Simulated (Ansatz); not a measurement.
Input file for C2H5BO (`BC1CO1`):

```yaml
crystal:
  periodic: [false, false, false]
  atoms:
    - {symbol: B, position_ang: [-0.624722, 0.992486, -0.708356]}
    - {symbol: C, position_ang: [0.567542, 0.182596, -0.196143]}
    - {symbol: C, position_ang: [0.178736, -0.935558, 0.716613]}
    - {symbol: O, position_ang: [0.679057, -1.206737, -0.550211]}
    - {symbol: H, position_ang: [-1.527061, 0.426957, -1.250007]}
    - {symbol: H, position_ang: [-0.680438, 2.169122, -0.500559]}
    - {symbol: H, position_ang: [1.528076, 0.634998, 0.042449]}
    - {symbol: H, position_ang: [-0.871898, -1.171536, 0.872566]}
    - {symbol: H, position_ang: [0.839309, -1.138728, 1.556648]}
basis:
  gaussian: {orbitals: def2-TZVPP}
correlation: {method: ccsd_t}
output: {orbitals: {seedname: orbitals}}
```

```sh
$ ansatz run in.yaml --threads 2 --pin off --events-out ev --progress --plain --max-ram 4352MiB
```

The program prints (abridged):

```
Functional definition: HF
1162 factors; integrals over basis functions are off by at most 1.1e-3 eV
mean field evaluation 1: about -4846.5048 eV, gradient 2.9e1 eV
mean field evaluation 2: about -4846.5077 eV, gradient 2.9e1 eV
mean field evaluation 4: about -4848.7064 eV, gradient 4.8e0 eV
mean field evaluation 8: about -4848.7609 eV, gradient 4.6e-4 eV
mean field -4848.76094902 eV, -178.1886782683 hartree, gradient 2.0e-6 eV, S^2 0.000000; 0 other end points of the search recorded, 0 dependent functions left out
4 core orbitals not correlated: weight in the atoms' cores, before any rotation towards them, 1.000 or more for the frozen orbitals, at most 0.000 for the correlated occupied ones
reference -4848.76094902 eV, -178.1886782683 hartree; 11, 11 occupied and 179, 179 virtual orbitals, 1162 factors
second order -18.14938140 eV of doubles, -0.00000000 eV of singles
cycle   1  -18.36266665 eV  change   -2.1e-1 eV  update   9.4e-2
cycle   2  -18.83911408 eV  change   -4.8e-1 eV  update   2.8e-2
cycle   3  -18.94978859 eV  change   -1.1e-1 eV  update   1.4e-2
cycle   4  -18.94079340 eV  change    9.0e-3 eV  update   3.4e-3
cycle   5  -18.94035683 eV  change    4.4e-4 eV  update   1.9e-3
cycle   6  -18.94115479 eV  change   -8.0e-4 eV  update   7.2e-4
cycle   7  -18.94082707 eV  change    3.3e-4 eV  update   3.9e-4
cycle   8  -18.94069354 eV  change    1.3e-4 eV  update   1.3e-4
cycle   9  -18.94073229 eV  change   -3.9e-5 eV  update   6.3e-5
cycle  10  -18.94072503 eV  change    7.3e-6 eV  update   2.6e-5
perturbative correction -0.77790202 eV, -0.0285873721 hartree
Total energy: -4868.47957607 eV, -178.9133244465 hartree
```

It took 40 s on 2 threads of an AMD EPYC 7R43 on a shared host, with 2.4 GiB of host memory at the peak.

The correlation energy is -19.719 eV, 3.9 % of it from (T); the T1 diagnostic reads 0.0118.
